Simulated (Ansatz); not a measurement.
`C[CH2][InH][F]` + `[Cl][Ag]` → `C[CH2][In]([F])[Cl]` + `[AgH]` at 500 K and 1 bar (redistribution).

Program: Ansatz. Geometries: PBE0-D4/def2-TZVP. ΔE: electronic, gas phase. CBS: MP2 limit from def2 TZ/QZ plus the TZ coupled-cluster correction, frozen cores. def2 core potentials past Kr. For Ag, In outer-core shells are correlated without core-valence functions, which leaves a few kJ/mol of doubt a bond. One conformer a species, not always the lowest.

| species | CCSD(T)/CBS energy (Eh) | H − E (kJ/mol) | S (J/(mol·K)) |
| --- | --- | --- | --- |
| `C[CH2][InH][F]` | -369.34165 | 233.2 | 416.2 |
| `[Cl][Ag]` | -606.73060 | 19.0 | 265.0 |
| `C[CH2][In]([F])[Cl]` | -828.58684 | 226.1 | 460.2 |
| `[AgH]` | -147.49153 | 25.3 | 219.9 |

H − E and S are ideal-gas, rigid-rotor, harmonic terms from PBE0-D4/def2-TZVP, for one conformer and one mirror image of each species. 1 Eh = 2625.50 kJ/mol, R = 8.31446 J/(mol·K).

Task: By hand: ΔE, ΔH, ΔS and ΔG.

Result: ΔE = (-828.58684) + (-147.49153) − (-369.34165) − (-606.73060) = -0.00612 Eh = -16.1 kJ/mol. Δ(H − E) = 226.1 + 25.3 − 233.2 − 19.0 = -0.8, so ΔH = -16.9 kJ/mol. ΔS = 460.2 + 219.9 − 416.2 − 265.0 = -1.1 J/(mol·K). ΔG = -16.9 − 500 × (-1.1)/1000 = -16.3 kJ/mol.

Task: By hand: the equilibrium constant, and the temperature at which ΔG would vanish if ΔH and ΔS stayed fixed.

Result: log₁₀ K = −ΔG/(RT ln 10) = 1.7. ΔG = 0 at ΔH/ΔS = 15364 K, far beyond where these terms or the molecules hold.

The number of gas molecules stays the same, so ΔS is small and ΔH decides. A doubt of 5 kJ/mol in ΔE shifts log₁₀ K by 0.5 here. Other conformers and mirror images would add mixing entropy, several J/(mol·K) or more a flexible species. Modes under 60 cm⁻¹, often nearly free rotors, make the harmonic entropy too high. These are equilibria of isolated gas molecules and say nothing of rates. Largest T1 diagnostic: 0.026 (customary marks: 0.02 for closed shells, 0.045 for open ones).
